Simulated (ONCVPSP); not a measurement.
**Before and after: ONCV potential for tin**

ONCVPSP 4.0.1 input, shortened (lines: element, Z, core and valence counts, functional; n l f; lmax; l rc ep ncon nbas qcut; lloc lpopt rc5 dvloc0; l nproj debl; icmod fcfact rcfact), PBEsol, scalar-relativistic:

```
  Sn 50.00    9    2  -116133      upf
    1    0    2.00
    2    0    2.00
    2    1    6.00
    3    0    2.00
    3    1    6.00
    3    2   10.00
    4    0    2.00
    4    1    6.00
    4    2   10.00
    5    0    2.00
    5    1    0.50
    2
    0    1.70    0.00    4    8    3.50
    1    2.45    0.00    5   10    3.30
    2    2.30    0.02    4    9    3.90
    4    5    1.10    0.00
    0    3    0.90
    1    2    1.10
    2    3    3.30
    0    0.00    0.00
```

All-electron outer shells of the reference configuration (PBEsol, scalar-relativistic, ld1.x):

```json
{"shell": "4p", "level (eV)": "-102.16", "outermost node (bohr)": "0.41", "outermost maximum (bohr)": "0.79"}
{"shell": "4d", "level (eV)": "-38.34", "outermost node (bohr)": "0.39", "outermost maximum (bohr)": "0.88"}
{"shell": "5s", "level (eV)": "-21.92", "outermost node (bohr)": "0.98", "outermost maximum (bohr)": "1.97"}
{"shell": "5p", "level (eV)": "-13.94", "outermost node (bohr)": "1.08", "outermost maximum (bohr)": "2.37"}
```

Change: all radii scaled by about 1.22 (s 2.06, p 2.98, d 2.80 bohr); local potential polynomial inside 1.34 bohr (lpopt 5, dvloc0 0 Ha). In the d channel the program set the typed energies aside and used 0.050, 3.350, 6.650 Ha.

Cutoffs: the cutoffs (Ha) at which the residual kinetic energy of the hardest occupied pseudo-wave falls to 1 and 0.1 mHa per electron; they do not see the model core or the augmentation charge, which bear on the density cutoff. Errors are all-electron minus pseudo energies relative to the spin-unpolarised reference configuration.

**Question.** What does the change do?

**Answer.** The potential gets softer (11 Ha and 56 Ha → 6.3 Ha and 29 Ha); the bound ghosts move from d, p, s to s; the lowest positive-energy flag moves from d at 187.1 eV to p at 28.2 eV; of the 4 tests that both files solve, the error grows in 1 and shrinks in 2 by more than 15 % and 0.3 meV (median size 1.9 → 1.4 meV). A larger radius leaves more room for a smooth pseudo-wave, so fewer plane waves are needed.

| quantity | base | changed |
| --- | --- | --- |
| cutoff, loose | 11 Ha | 6.3 Ha |
| cutoff, tight | 56 Ha | 29 Ha |
| loose cutoff by channel | s 11 Ha, p 5.4 Ha | s 6.3 Ha, p 3.8 Ha |
| bound ghosts | s, p, d | s |
| GHOST(+) flags under 300 eV | d at 187.1 eV, s at 254.7 eV | p at 28.2 eV, d at 212.3 eV |
| error for 5s2 5p2, meV [ΔE -12.95 eV] | +2.1 | -1.9 |
| error for 5s2 5p1, meV [ΔE -6.05 eV] | +1.8 | +0.9 |
| error for 5s2 5p0, meV [ΔE 7.92 eV] | +1.0 | -0.4 |
| error for 5s0 5p4, meV [ΔE 1.30 eV] | +61 | +77 |

Base: The cutoffs count occupied waves only; projector 3 of the d channel, the hardest unoccupied one, needs 90 Ha at the loose tolerance. Changed file: The cutoffs count occupied waves only; projector 3 of the d channel, the hardest unoccupied one, needs 17 Ha at the loose tolerance. A true bound ghost makes a file unfit for plane-wave use even where its test errors are small: the radial tests pick states by their node count and pass the ghost by.
